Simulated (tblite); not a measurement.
C7H11FSi.
Structure used (GFN2-xTB), in Å, numbered top down from 1:
```
atom  x, y, z in Å
C1    -2.367    1.333    0.425
C2    -1.550    0.119    0.195
C3    -1.546   -1.137    0.651
C4    -0.301   -1.524   -0.095
C5     0.995   -1.223    0.688
C6     1.004    0.217    0.141
Si7    2.485    0.675   -0.941
F8     2.175    2.118   -1.595
C9    -0.309   -0.074   -0.638
H10   -2.762    1.707   -0.520
H11   -1.753    2.123    0.859
H12   -3.195    1.118    1.097
H13   -2.153   -1.682    1.352
H14   -0.310   -2.408   -0.727
H15    0.893   -1.309    1.769
H16    1.842   -1.827    0.365
H17    0.852    0.966    0.923
H18    2.630   -0.215   -2.085
H19    3.708    0.856   -0.173
H20   -0.343    0.179   -1.693
```

All values are computed: GFN2-xTB (tblite) harmonic vibrations without scaling, gas phase. This tight-binding method is rough: wavenumbers can miss measured ones by several per cent, in bad cases by 10 to 20. Modes of hydrogen on silicon can be 10 to 20 % off. One conformer, not necessarily the lowest.

Harmonic wavenumbers (cm⁻¹): 39.3, 68.2, 102.1, 127.3, 156.4, 224.8, 267.8, 326.7, 389.5, 489.6, 503.7, 572.1, 634.8, 709.1, 722.8, 770.8, 795.3, 808.3, 842.8, 881.1, 918.5, 964.1, 984.5, 1004.6, 1020.1, 1030.5, 1045.8, 1052.3, 1101.7, 1135.3, 1148.4, 1154.5, 1180.1, 1209.2, 1235.5, 1245.9, 1275.8, 1293.6, 1394.8, 1469.4, 1476.1, 1481.3, 1709.8, 2313.0, 2332.5, 2938.4, 2988.5, 2991.4, 2995.8, 3002.8, 3007.2, 3009.3, 3035.9, 3111.7.

A = 2413, B = 908.7, C = 718.0 MHz; mass 142.061 u (most abundant isotopes); point group C1, symmetry number 1.

Q: Zero-point energy?

A: Half the sum of the wavenumbers: 34345 cm⁻¹ = 98.20 kcal/mol.

Q: Give the ideal-gas entropy at 500 K and 1 bar in the rigid-rotor, harmonic-oscillator model (classical rotation).

A: Translation 43.36, rotation 31.24, vibration 50.71: S = 125.3 cal/(mol K).

Q: And Cp and H(500 K) − H(0)?

A: Cp = 60.25 cal/(mol K), of which vibrations give 52.31 (their classical limit is 54 R = 107.3); H(500 K) − H(0) = 17.06 kcal/mol without the zero-point energy, 13.08 from vibrations.

Q: Which modes carry the vibrational entropy at 500 K?

A: 39.3 cm⁻¹: 6.32; 68.2 cm⁻¹: 5.23; 102.1 cm⁻¹: 4.43; 127.3 cm⁻¹: 3.99; 156.4 cm⁻¹: 3.59; 224.8 cm⁻¹: 2.89 cal/(mol K); the other 48 give 24.27 together.

Q: Blend soft modes into free rotors: weight 1/[1 + (100 cm⁻¹/ν̃)⁴] for the oscillator and the rest for a rotor with moment μB/(μ + B), μ = h/(8π²ν), B = 10⁻⁴⁴ kg m². What vibrational entropy results?

A: 46.66 cal/(mol K) in place of 50.71, which changes −T·S at 500 K by +2.03 kcal/mol.

Q: How do the functions run with temperature in this model?

A: 
| T (K) | S (cal/(mol K)) | Cp (cal/(mol K)) | H − H(0) (kcal/mol) | G − H(0) (kcal/mol) | ln q(vib) |
| --- | --- | --- | --- | --- | --- |
| 100 | 71.0 | 18.6 | 1.33 | -5.77 | 1.93 |
| 200 | 86.6 | 27.9 | 3.64 | -13.69 | 4.57 |
| 300 | 100.1 | 39.3 | 6.99 | -23.03 | 7.13 |
| 800 | 158.3 | 79.6 | 38.33 | -88.30 | 20.12 |
| 1000 | 177.0 | 87.8 | 55.11 | -121.87 | 25.01 |

q(vib) and H(0) count from the zero-point level.

Q: What must be added to the electronic energy to get the Gibbs energy at 500 K and 1 bar?

A: ZPE + [H(500 K) − H(0)] − T·S = 98.20 + 17.06 − 62.66 = 52.60 kcal/mol.

Hindered rotation and anharmonicity are outside this model. Other conformers, if any are populated, would add a mixing term that is left out. The structure is chiral; the term R ln 2 for an equal mix with its mirror image is left out.
